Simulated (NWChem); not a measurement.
Basis-set convergence for C₂H₄Si

SMILES: C#C[SiH3]
```xyz
7

Si     0.9534    -0.4826     0.0000
C     -0.6863     0.3475     0.0000
C     -1.7825     0.9022     0.0000
H      1.0850    -1.3421     1.2252
H      1.0850    -1.3421    -1.2252
H      2.0437     0.5511     0.0000
H     -2.7484     1.3910     0.0000
```
Charge 0, spin multiplicity 1.

The numbers come from NWChem runs, not from measurements. Structure: optimised with PBE/def2-SVP, a minimum by its harmonic frequencies.

Quantity: vertical ionisation energy at the level ΔMP2 (Δ: difference of total energies, the cation a doublet at the parent's geometry with its hole in an orbital of symmetry a" (Cs labels); it is the state that the SCF runs reached, from PBE0 orbitals for Hartree-Fock references, and need not be the lowest).

The correlated methods keep 7 core orbitals frozen. The Pople sets run with spherical d functions. The structure started from a generated list of species. The stability of the SCF solutions was not checked. Open-shell Hartree-Fock references start from PBE0 orbitals; any time given for them includes that run.

Relative cost: rough, from shared machines, SCF included, STO-3G = 1.

| basis | functions | vertical ionisation energy (eV) | relative cost |
|---|---|---|---|
| STO-3G | 23 | 8.85 | 1 |
| 6-31G* | 54 | ? | under 3 |
| def2-SVP | 66 | ? | under 3 |
| def2-TZVPP | 160 | ? | 20 |
| aug-cc-pVTZ | 234 | 11.17 | 300 |

Complete the blanks.


- 6-31G*, vertical ionisation energy (eV): 10.66
- def2-SVP, vertical ionisation energy (eV): 10.97
- def2-TZVPP, vertical ionisation energy (eV): 11.14
